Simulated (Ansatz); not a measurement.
`O[SiH]1CCO1`, relaxed with RKS PBE0-D4/def2-TZVP in Ansatz from a PBE-D4/def2-SVP geometry. The force threshold is 0.005 eV/Å; the program also tests the step.

Charge 0, multiplicity 1.

Start:

```xyz
11

O     2.025    1.130   -0.619
Si    1.093   -0.089    0.041
C    -0.613   -0.533   -0.661
C    -1.108   -0.065    0.733
O     0.128    0.370    1.372
H     1.559    1.968   -0.786
H     2.097   -1.166    0.302
H    -0.801   -1.599   -0.893
H    -0.974    0.084   -1.507
H    -1.575   -0.882    1.325
H    -1.830    0.781    0.693
```

```json
{"step": "1", "energy (eV)": "-14138.0983", "largest force (eV/Å)": "1.051", "largest move (Å)": "0.000"}
{"step": "2", "energy (eV)": "-14138.1654", "largest force (eV/Å)": "0.658", "largest move (Å)": "0.027"}
{"step": "3", "energy (eV)": "-14138.1853", "largest force (eV/Å)": "0.048", "largest move (Å)": "0.029"}
{"step": "4", "energy (eV)": "-14138.1859", "largest force (eV/Å)": "0.052", "largest move (Å)": "0.007"}
{"step": "5", "energy (eV)": "-14138.1865", "largest force (eV/Å)": "0.037", "largest move (Å)": "0.026"}
{"step": "6 (rejected)", "energy (eV)": "-14138.1822", "largest force (eV/Å)": "0.211", "largest move (Å)": "0.019"}
{"step": "7", "energy (eV)": "-14138.1866", "largest force (eV/Å)": "0.008", "largest move (Å)": "0.008"}
{"step": "8", "energy (eV)": "-14138.1866", "largest force (eV/Å)": "0.004", "largest move (Å)": "0.002"}
```

End:

```xyz
11

O     1.977    1.111   -0.608
Si    1.071   -0.082    0.046
C    -0.603   -0.528   -0.664
C    -1.097   -0.067    0.722
O     0.138    0.363    1.348
H     1.553    1.954   -0.778
H     2.056   -1.153    0.311
H    -0.789   -1.579   -0.885
H    -0.967    0.081   -1.491
H    -1.543   -0.872    1.311
H    -1.797    0.772    0.687
```

Hardware: 4 threads of an Arm Neoverse V2 on a shared host. Wall time 22 s, peak host memory 0.47 GiB.
